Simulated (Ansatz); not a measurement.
A geometry relaxed with PBE0-D4/def2-SVP in Ansatz (a program for electronic structure), charge 0, multiplicity 1:

```xyz
19

H      1.9655    -1.0582    -1.9970
C     -0.6178     2.5603     0.1740
H     -1.1563     3.3967    -0.3049
H     -0.8985     2.5696     1.2484
O      1.7112    -0.3073    -0.0543
H     -0.0887    -1.8549     3.2226
Si    -1.2943    -2.0367    -1.4972
H      0.4646     2.7885     0.1179
H      2.0118     0.7199    -1.8546
H     -2.7563    -2.1751    -1.2269
H     -1.9173    -0.2487     3.1323
C      2.2682    -0.2222    -1.3317
H     -0.6364    -3.3688    -1.3414
Si    -0.4943    -0.4972     2.7518
H      3.3682    -0.2630    -1.2466
H     -1.0805    -1.5281    -2.8836
O     -0.9597     1.3712    -0.4728
H      0.3819     0.5382     3.3737
Sn    -0.2711    -0.3842     0.1901
```

Question: Write the SMILES of this molecule.

Answer: `C[O][Sn]([SiH3])([SiH3])[O]C`
